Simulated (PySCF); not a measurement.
HfO$_{2}$, triplet, at a GFN2-xTB geometry (such geometries of metal compounds can be far from the true shape) (the multiplicity is a formal guess) (core potentials on Hf); B97M-V/def2-TZVP (PySCF).

Here is a job for PySCF.
```python
from pyscf import gto, scf, dft

mol = gto.Mole()
mol.atom = '''
    Hf    0.047224   -0.000550    0.055786
    O     1.101216    0.298600   -1.360218
    O    -1.526232   -0.293651    0.858147
'''
mol.basis = 'def2-tzvp'
mol.ecp = {'Hf': 'def2-tzvp'}
mol.charge = 0
mol.spin = 2
mol.verbose = 4
mol.build()

mf = dft.UKS(mol)
mf.xc = 'b97m_v'
mf.kernel()
```

It wrote (shortened):

```
PySCF version 2.14.0

[INPUT] verbose = 4
[INPUT] num. atoms = 3
[INPUT] num. electrons = 28
[INPUT] charge = 0
[INPUT] spin (= nelec alpha-beta = 2S) = 2
[INPUT] symmetry False subgroup None
[INPUT] Mole.unit = angstrom
[INPUT] Symbol           X                Y                Z      unit          X                Y                Z       unit  Magmom
[INPUT]  1 Hf     0.047224000000  -0.000550000000   0.055786000000 AA    0.089240426506  -0.001039349369   0.105420261585 Bohr   0.0
[INPUT]  2 O      1.101216000000   0.298600000000  -1.360218000000 AA    2.080996643989   0.564272220795  -2.570439489704 Bohr   0.0
[INPUT]  3 O     -1.526232000000  -0.293651000000   0.858147000000 AA   -2.884160482547  -0.554919966205   1.621662804617 Bohr   0.0

nuclear repulsion = 66.4548861325542
number of shells = 36
number of NR pGTOs = 154
number of NR cGTOs = 102
basis = def2-tzvp
ecp = {'Hf': 'def2-tzvp'}

******** <class 'pyscf.dft.uks.UKS'> ********
method = UKS
initial guess = minao
damping factor = 0
level_shift factor = 0
DIIS = <class 'pyscf.scf.diis.CDIIS'>
diis_start_cycle = 1
diis_space = 8
diis_damp = 0
SCF conv_tol = 1e-09
SCF conv_tol_grad = None
SCF max_cycles = 50
direct_scf = True
direct_scf_tol = 1e-13
number electrons alpha = 15  beta = 13
XC library pyscf.dft.libxc version 7.1.2
    S. Lehtola, C. Steigemann, M. J. T. Oliveira, and M. A. L. Marques,  SoftwareX 7, 1–5 (2018)
XC functionals = b97m_v
    N. Mardirossian and M. Head-Gordon,  J. Chem. Phys. 142, 074111 (2015)
radial grids:
    Treutler-Ahlrichs [JCP 102, 346 (1995); DOI:10.1063/1.469408] (M4) radial grids

becke partition: Becke, JCP 88, 2547 (1988); DOI:10.1063/1.454033
pruning grids: <function nwchem_prune>
grids dens level: 3
symmetrized grids: False
atomic radii adjust function: <function treutler_atomic_radii_adjust>
** Following is NLC and NLC Grids **
NLC functional = b97m_v
radial grids:
    Treutler-Ahlrichs [JCP 102, 346 (1995); DOI:10.1063/1.469408] (M4) radial grids

becke partition: Becke, JCP 88, 2547 (1988); DOI:10.1063/1.454033
pruning grids: <function nwchem_prune>
grids dens level: 3
symmetrized grids: False
atomic radii adjust function: <function treutler_atomic_radii_adjust>
small_rho_cutoff = 0
Set gradient conv threshold to 3.16228e-05
tot grids = 51960
tot grids = 51960
init E= -179.864607292811

cycle= 1 E= -198.202219403329  delta_E= -18.3  |g|= 0.76  |ddm|= 4.81
cycle= 2 E= -193.974390317859  delta_E= 4.23  |g|= 2.72  |ddm|= 2.14

cycle= 3 E= -198.371613164029  delta_E= -4.4  |g|= 0.328  |ddm|= 1.98

cycle= 4 E= -198.431439925868  delta_E= -0.0598  |g|= 0.0984  |ddm|= 0.646

cycle= 5 E= -198.436429760505  delta_E= -0.00499  |g|= 0.0174  |ddm|= 0.181

cycle= 6 E= -198.436551453226  delta_E= -0.000122  |g|= 0.00906  |ddm|= 0.0251

cycle= 7 E= -198.436585231094  delta_E= -3.38e-05  |g|= 0.00426  |ddm|= 0.011

cycle= 8 E= -198.436558474549  delta_E= 2.68e-05  |g|= 0.00907  |ddm|= 0.00653

cycle= 9 E= -198.436594594611  delta_E= -3.61e-05  |g|= 0.00044  |ddm|= 0.00478

cycle= 10 E= -198.436594765773  delta_E= -1.71e-07  |g|= 0.000143  |ddm|= 0.000687

cycle= 11 E= -198.436594784742  delta_E= -1.9e-08  |g|= 2.16e-05  |ddm|= 0.000257

cycle= 12 E= -198.436594784931  delta_E= -1.89e-10  |g|= 1.15e-05  |ddm|= 5.08e-05

Extra cycle  E= -198.436594784824  delta_E= 1.07e-10  |g|= 3.05e-05  |ddm|= 3.2e-05
converged SCF energy = -198.436594784824  <S^2> = 2.0067903  2S+1 = 3.0045235
```
